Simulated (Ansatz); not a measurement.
**Worked example: SiH2(CH3)2 + BHBr → SiH(CH3)2 + BH2Br**

Species: SiH2(CH3)2 (dimethylsilane), singlet; BHBr `[BH]Br`, doublet; SiH(CH3)2, doublet; BH2Br `BBr`, singlet. A radical takes H: the energy is the difference in strength between the Si–H bond broken and the B–H bond made.

Shapes, held fixed at every level: PBE0-D4/def2-TZVP. Programs: Ansatz 0.2.0. The zero-point and thermal change to 298 K, harmonic and unscaled (PBE0-D4/def2-TZVP), is +4.1 kJ/mol.

At CCSD(T)/def2-TZVPP; 1 Eh = 2625.50 kJ/mol:

| species | energy (Eh) |
| --- | --- |
| SiH2(CH3)2 | -369.945610 |
| BHBr | -2598.029536 |
| SiH(CH3)2 | -369.291031 |
| BH2Br | -2598.702326 |

Problem. Work out ΔH(298 K) of the reaction at this level.

Solution. 
1. Products less reactants: (-369.291031) + (-2598.702326) − [(-369.945610) + (-2598.029536)] = -0.018211 Eh = -47.8 kJ/mol.
2. With the thermal change: -47.8 + (+4.1) = -43.7 kJ/mol.

Other levels give -48.7 (PBE-D4/def2-TZVPP) to -41.1 kJ/mol (r2SCAN-D4/def2-TZVPP). No measured value is set beside it here. Open shells run unrestricted unless RO is named. Relativity is left out for Br unless named. Correlated rows may include outer-core shells of Br, which these sets cover unevenly.
